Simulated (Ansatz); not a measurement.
Cost and result for the atomization energy of `CO[C](=N)[SnH3]` (12 atoms, 11 bonds).

Z-matrix (Å, degrees):
```
C
O 1 1.418
H 1 1.094 2 111.2
H 1 1.088 2 106.1 3 118.8
H 1 1.094 2 111.2 3 -122.3
C 2 1.354 1 117.4 3 61.2
Sn 6 2.158 2 111.7 1 -180.0
N 6 1.261 2 128.2 1 -0.0
H 7 1.706 6 108.8 2 -59.2
H 7 1.706 6 108.8 2 59.8
H 7 1.699 6 108.1 2 -179.7
H 8 1.021 6 113.9 2 -0.0
```

The species carries charge 0 and has multiplicity 1. Correlated methods include outer-core shells of Sn, which these sets cover unevenly. Sn takes the def2 core potential. The structure was optimised at the PBE0-D4/def2-TZVP level. It is one conformer, not always the lowest. Program: Ansatz. All runs use 4 threads of an AMD EPYC on a shared host. Times are those of one run each, without the atoms' runs, and a repeat can differ threefold. Electronic energies, without spin–orbit coupling; frozen cores. CCSD(T)/CBS adds CCSD(T) − MP2 in def2-TZVPP to the MP2 limit, and its time is that of the two runs behind it. T1 = 0.014. With those shells the extrapolation isn't a true limit. B3LYP takes the VWN-RPA correlation (the form of Gaussian; ORCA's B3LYP/G).

CCSD(T)/CBS is a level of theory with its own doubt, some kJ/mol a heavy atom from the limit and from the frozen cores, so smaller differences don't rank the functionals.

```
                             level  functions  wall time  atomization (kJ/mol)  difference from CCSD(T)/CBS  per bond
   PBE-D4/def2-TZVPP (with forces)        272        6 s                4208.0                         98.8       9.0
                PBE0-D4/def2-TZVPP        272        7 s                4100.9                         -8.3      -0.8
r2SCAN-D4/def2-TZVPP (with forces)        272      8.5 s                4100.5                         -8.7      -0.8
 B3LYP-D4/def2-TZVPP (with forces)        272       12 s                4106.7                         -2.5      -0.2
                 B2PLYP/def2-TZVPP        272       14 s                4051.5                        -57.7      -5.2
                ωB97X-V/def2-TZVPP        272       15 s                4127.5                         18.3       1.7
  ωB97M-V/def2-TZVPP (with forces)        272       20 s                4113.3                          4.1       0.4
                    MP2/def2-QZVPP        520       56 s                4097.2                        -12.0      -1.1
                CCSD(T)/def2-TZVPP        272    9.5 min                3996.2                       -113.0     -10.3
                 CCSD(T)/CBS(def2)          –     10 min                4109.2                          0.0       0.0
```

In def2-TZVPP, CCSD(T) changes the Hartree–Fock value by +1212.7 kJ/mol (the triples alone add +77.6 kJ/mol) and MP2 by +1246.5 kJ/mol; breaking electron pairs costs correlation energy, which Hartree–Fock lacks. The D4 term adds +38.9 kJ/mol with B3LYP and +20.5 kJ/mol with PBE0; it sums over pairs of atoms, weighted by their polarisabilities, and B3LYP, whose exchange is more repulsive, gets the larger term. From PBE to PBE0 (25 % exact exchange), in def2-TZVPP and without D4, the atomization energy moves by −103.5 kJ/mol: exact exchange takes away binding that semilocal exchange gives to molecules.

Spin–orbit coupling would lower the free Sn atoms strongly, and the atomization energy with them, by more than many differences here. For some Ge, Se and Sn compounds the MP2-based and the directly extrapolated limit differ by 10 to 25 kJ/mol.
